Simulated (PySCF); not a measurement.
Run record: excited-state job, AlCl2(OMe), `[Cl][Al]([Cl])[O]C`.

Method: TDDFT wB97X-D/def2-SVPD, vertical, gas phase, core orbitals frozen in the response (PySCF 2.14.0, density-fitted response routines). Geometry: PBE0-D3(BJ)/def2-SVP. A driver script takes a list of jobs; this job's settings line and coordinates (Å) are shown.

Command:
```bash
OMP_NUM_THREADS=1 python probes_run.py task.json out
```

Input:
```
{"job": {"kind": "uv", "xc": "wB97X-D", "basis": "def2-SVPD", "ip": false, "nstates": 15}, "charge": 0, "multiplicity": 1}
Al     0.730794     1.244584     0.677289
Cl     2.723938     1.206087     1.283038
Cl    -0.358757     2.990110     1.002584
O      0.031704    -0.066722    -0.035002
C     -0.609050    -1.133533    -0.626801
H     -1.416539    -0.792798    -1.297913
H     -1.060027    -1.793631     0.134149
H      0.096166    -1.739747    -1.221072
```

What does the run print?

```
coarse grid: 8904 points
cycle   1  E = -1277.4031425241  dE =  3.943e-01  |g| = 7.115e-01  |ddm| = 4.210e+00
cycle   2  E = -1277.3742525815  dE =  2.889e-02  |g| = 8.659e-01  |ddm| = 2.202e+00
cycle   3  E = -1277.5106112184  dE = -1.364e-01  |g| = 7.342e-02  |ddm| = 8.042e-01
cycle   4  E = -1277.5118990527  dE = -1.288e-03  |g| = 2.530e-02  |ddm| = 1.540e-01
cycle   5  E = -1277.5120917457  dE = -1.927e-04  |g| = 2.962e-03  |ddm| = 5.446e-02
cycle   6  E = -1277.5120963852  dE = -4.640e-06  |g| = 9.402e-04  |ddm| = 1.374e-02
final grid: 73920 points
cycle   7  E = -1277.6722608396  dE = -6.040e-05  |g| = 4.659e-03  |ddm| = 8.962e-02
cycle   8  E = -1277.6722640629  dE = -3.223e-06  |g| = 2.924e-03  |ddm| = 1.492e-02
cycle   9  E = -1277.6722658803  dE = -1.817e-06  |g| = 5.631e-04  |ddm| = 4.730e-03
cycle  10  E = -1277.6722659341  dE = -5.382e-08  |g| = 3.075e-04  |ddm| = 1.016e-03
cycle  11  E = -1277.6722659535  dE = -1.933e-08  |g| = 4.134e-05  |ddm| = 4.334e-04
cycle  12  E = -1277.6722659541  dE = -6.085e-10  |g| = 9.854e-06  |ddm| = 1.159e-04
converged SCF energy = -1277.6722659541

Static polarisability (au): isotropic 65.171, principal 53.444 69.856 72.213

Singlet excitations
state   eV       nm        f      main configurations
  1   6.5728    188.6   0.00332   H->L 0.90
  2   6.8049    182.2   0.00027   H-1->L 0.90
  3   7.1151    174.3   0.00022   H->L+1 0.97
  4   7.3452    168.8   0.05326   H-2->L 0.88
  5   7.3699    168.2   0.00027   H-3->L 0.90
  6   7.6773    161.5   0.00050   H-4->L 0.53, H-1->L+1 0.38
  7   7.8470    158.0   0.20595   H-1->L+1 0.56, H-4->L 0.36
  8   7.8646    157.6   0.00032   H-2->L+1 0.97
  9   8.0124    154.7   0.13124   H-5->L 0.87
 10   8.2751    149.8   0.00167   H-4->L+1 0.96
 11   8.2844    149.7   0.02412   H-3->L+1 0.79
 12   8.4166    147.3   0.07452   H->L+2 0.78
 13   8.6116    144.0   0.05121   H-1->L+2 0.87
 14   8.8201    140.6   0.00132   H-5->L+1 0.91
 15   9.0790    136.6   0.19706   H-6->L 0.70

Triplet excitations (Tamm-Dancoff, eV): 6.3371 6.6090 7.0074 7.0384
```

The SCF starts on a coarse grid where the log names one; the energy can jump when the final grid takes over, and dE then counts from the start density on the new grid. H and L stand for HOMO and LUMO; the number after each pair is its weight.

Give S1 in cm⁻¹ and kJ/mol.

6.5728 eV × 8065.54 = 53013 cm⁻¹; × 96.485 = 634.2 kJ/mol.

How does the lowest singlet excitation compare with the HOMO–LUMO gap?

HOMO -10.48 eV and LUMO 0.49 eV give a gap of 10.97 eV; S1 at 6.57 eV lies 4.40 eV below it.

Main results: HOMO -10.48 eV, LUMO 0.49 eV; lowest singlet 6.57 eV; lowest triplet 6.34 eV (Tamm–Dancoff); mean polarisability 65.2 au.

How long does this job take on one thread, Intel Xeon at 2.70 GHz (x86_64), shared host? And the peak memory of the process?

About 33 s (density and orbital grids were written too), with 0.65 GiB resident at the peak, the Python interpreter and its libraries included.
Labels such as C1 count atoms from 1, the log's own numbers from 0.

Note: wB97X-D ran without an empirical dispersion term, which enters the total energy and its gradient alone.
